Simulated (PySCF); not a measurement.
Tl²⁺: ionisation energy

Tl²⁺ [Xe] 4f14 5d10 6s1 (2S) → Tl³⁺ [Xe] 4f14 5d10 (1S), as a difference of total energies. All numbers are calculated (PySCF 2.14, a scalar-relativistic core potential, in aug-cc-pVQZ-PP with one added diffuse shell each of s, p, d, f, g type with ECP60MDF (8s8p6d4f3g, 117 functions)). The calculations carry no spin-orbit coupling.

Problem. Order these methods by the ionisation energy they give, lowest first.
A. r2SCAN
B. UHF
C. revPBE
D. LDA

Solution. B (28.160 eV), A (30.123 eV), C (30.165 eV), D (30.764 eV).

For comparison: 29.852 eV (measured; NIST Atomic Spectra Database, ionization energies).
